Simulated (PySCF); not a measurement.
**Ionisation energy of Co by level of theory**

Co [Ar] 3d7 4s2 (4F) → Co⁺ [Ar] 3d8 (3F), as a difference of total energies. Computed with PySCF 2.14 in ANO-RCC-VTZP, with the spin-free X2C one-electron Hamiltonian (Gaussian nucleus). Correlated levels: valence and next inner shell: [Ne] frozen. The calculations carry no spin-orbit coupling.

```json
{"method": "UHF", "ionisation energy (eV)": "8.118", "plus first-order spin-orbit estimate": "8.128", "error of that sum (eV)": "+0.247"}
{"method": "MP2 (valence and next inner shell)", "ionisation energy (eV)": "6.829", "plus first-order spin-orbit estimate": "6.839", "error of that sum (eV)": "-1.042"}
{"method": "SCS-MP2 (valence and next inner shell)", "ionisation energy (eV)": "7.039", "plus first-order spin-orbit estimate": "7.050", "error of that sum (eV)": "-0.831"}
{"method": "CCSD (valence and next inner shell)", "ionisation energy (eV)": "7.797", "plus first-order spin-orbit estimate": "7.807", "error of that sum (eV)": "-0.074"}
{"method": "CCSD(T) (valence and next inner shell)", "ionisation energy (eV)": "7.869", "plus first-order spin-orbit estimate": "7.879", "error of that sum (eV)": "-0.002"}
```

Reference: 7.881 eV (measured; NIST Atomic Spectra Database, ionization energies).

A first-order spin-orbit estimate (lowest level to lowest level, LS coupling) adds 0.010 eV.

Errors of the correlated levels include the incompleteness of this basis and the frozen core.
